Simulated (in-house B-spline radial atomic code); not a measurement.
**CAM-B3LYP excitations of Mg III (Mg2+)**

Method: CAM-B3LYP. Computed with a B-spline radial code for spherical atoms: linear response of the closed shell [He] 2s2 2p6 with the functional's adiabatic kernel; non-relativistic, point nucleus, no spin-orbit coupling, no double excitations, S, P, D and F terms only. Only terms of natural parity with L up to 3 were computed.

Command:
```bash
python run_td.py task.json out
```
Settings (radii: box in bohr, nucleus in fm):
```
Z                        12
electrons                10
configuration            [He] 2s2 2p6
hamiltonian              nr
method                   camb3lyp
box_radius               29.48
intervals                52
```

Cost of the run: 0.7 s on 1 thread of Intel(R) Xeon(R) Platinum 8375C CPU @ 2.90GHz (Ice Lake) (shared host).

The lowest states, in the order of their Tamm-Dancoff energies; the method's threshold (minus the highest occupied level) is 72.21 eV. Labels give the largest channel, * marks a mixed state, and oscillator strengths are full-response dipole values. Semilocal kernels can invert the small singlet-triplet splittings of Rydberg terms. Energies in eV:

```
     state  full response  Tamm-Dancoff  oscillator strength
2p → 3s 3P          48.70         48.71                    -
2p → 3s 1P          49.36         49.38                0.185
2p → 3p 3S              ?             ?                    -
2p → 3p 3D          54.20         54.22                    -
2p → 3p 1D          54.64         54.64                    -
2p → 3p 1S          56.90         57.14                    -
2p → 3d 3P          60.75         60.75                    -
2p → 3d 3F              ?             ?                    -
2p → 3d 1F          60.88         60.88                    -
2p → 3d 1P          61.17         61.19                0.327
```

(1) Where does 2p → 3p 3S lie?

(2) Where does 2p → 3d 3F lie?

(3) How large is the singlet-triplet splitting of 2p → 3s (P terms) in Tamm-Dancoff?

(4) What polarisabilities and dispersion coefficient does the method give?

Answers

(1) At 53.81 eV in full response, 53.84 eV in Tamm-Dancoff.

(2) At 60.77 eV in full response, 60.78 eV in Tamm-Dancoff.

(3) 0.67 eV, from the unrounded values.

(4) Dipole 0.5051 bohr³, quadrupole 0.5947 bohr⁵, C6 0.6099 hartree·bohr⁶ for two such species.
